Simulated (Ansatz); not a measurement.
Reaction (cleavage of the Si–B bond): `NB([SiH3])CF` + `NCCO` → `OCCN[SiH3]` + `NBCF`

Program: Ansatz. Geometries: PBE0-D4/def2-TZVP. ΔE: electronic, gas phase. CBS: MP2 limit from def2 TZ/QZ plus the TZ coupled-cluster correction, frozen cores. This one scheme is used for every species. DFT in def2-TZVPP. B3LYP here is the variant with VWN-RPA as its local correlation; programs differ in this. One conformer a species, not always the lowest.

```tsv
level	ΔE (kJ/mol)
PBE0-D4	-52.3
ωB97X-V	-60.4
ωB97M-V	-64.5
B3LYP	-62.8
CCSD/def2-TZVPP	-62.4
SCS-MP2/def2-QZVPP	-69.7
HF/CBS(def2)	-78.4
CCSD/CBS(def2)	-62.9
```

Task: What does CCSD(T)/CBS give? (An estimate is asked.)

Result: Computed: -60.8 kJ/mol. The listed levels differ from it by 8.5, 0.4, -3.7, -2.0, -1.6, -8.9, -17.6, -2.1 kJ/mol.

Largest T1 diagnostic among the species: 0.013.

In def2-TZVPP, CCSD(T) changes the Hartree–Fock value by +16.9 kJ/mol (the triples alone add +2.1 kJ/mol) and MP2 by +9.4 kJ/mol. From PBE to PBE0 (25 % exact exchange), in def2-TZVPP and without D4, ΔE moves by −5.0 kJ/mol.
